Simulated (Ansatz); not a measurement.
Abridged output of a molecular run in Ansatz:

```
Functional definition: HF
2907 factors; integrals over basis functions are off by at most 1.2e-3 eV
mean field evaluation 1: about -12392.2076 eV, gradient 4.9e1 eV
mean field evaluation 2: about -12392.8794 eV, gradient 4.9e1 eV
mean field evaluation 4: about -12399.5260 eV, gradient 1.0e1 eV
mean field evaluation 8: about -12399.7841 eV, gradient 5.8e-1 eV
mean field evaluation 16: about -12399.7857 eV, gradient 1.7e-6 eV
mean field -12399.78570014 eV, -455.6837196035 hartree, gradient 1.7e-6 eV, S^2 0.000000; 0 other end points of the search recorded, 0 dependent functions left out; unrestricted orbitals would lower it
11 core orbitals not correlated: weight in the atoms' cores, before any rotation towards them, 1.000 or more for the frozen orbitals, at most 0.000 for the correlated occupied ones
reference -12399.78570014 eV, -455.6837196035 hartree; 28, 28 occupied and 442, 442 virtual orbitals, 2907 factors
second order -49.81251928 eV of doubles, -0.00000000 eV of singles
cycle   1  -49.13242189 eV  change    6.8e-1 eV  update   1.7e-1
cycle   2  -50.50345678 eV  change    -1.4e0 eV  update   5.6e-2
cycle   3  -50.80669724 eV  change   -3.0e-1 eV  update   2.6e-2
cycle   4  -50.80538929 eV  change    1.3e-3 eV  update   8.8e-3
cycle   5  -50.79912955 eV  change    6.3e-3 eV  update   4.5e-3
cycle   6  -50.80237300 eV  change   -3.2e-3 eV  update   1.7e-3
cycle   7  -50.80213906 eV  change    2.3e-4 eV  update   5.5e-4
cycle   8  -50.80171785 eV  change    4.2e-4 eV  update   2.8e-4
cycle   9  -50.80170804 eV  change    9.8e-6 eV  update   8.5e-5
cycle  10  -50.80177145 eV  change   -6.3e-5 eV  update   3.5e-5
perturbative correction -2.63882752 eV, -0.0969751226 hartree
Total energy: -12453.22629910 eV, -457.6476253921 hartree
```

Its atoms:

Cartesian coordinates in Å:
```
C 1.5782 1.1820 -1.7212
N 0.2628 0.6981 -1.3932
C -0.8119 0.8488 -2.3390
C 0.0361 0.0966 -0.1918
C -1.2402 -0.3908 0.1505
C -1.4643 -0.9975 1.3655
C -0.4329 -1.1474 2.2936
C -0.6693 -1.7746 3.5467
N -0.8611 -2.2835 4.5637
C 0.8357 -0.6680 1.9644
C 1.0697 -0.0599 0.7520
H 2.3211 0.3759 -1.7218
H 1.9164 1.9539 -1.0199
H 1.5599 1.6200 -2.7169
H -1.6335 1.4486 -1.9304
H -0.4384 1.3550 -3.2266
H -1.2214 -0.1193 -2.6504
H -2.0649 -0.2943 -0.5414
H -2.4544 -1.3649 1.6067
H 1.6463 -0.7771 2.6747
H 2.0661 0.2984 0.5348
```

(1) Which basis set was used?
A. def2-SVPD
B. def2-SVP
C. def2-TZVPP
D. cc-pV(D+d)Z

(2) Write the keys of the input that set method, charge and spin (a neutral closed shell needs none for the last two).

Answers

(1) C. It gives 481 functions.

(2) 
```yaml
correlation: {method: ccsd_t}
```
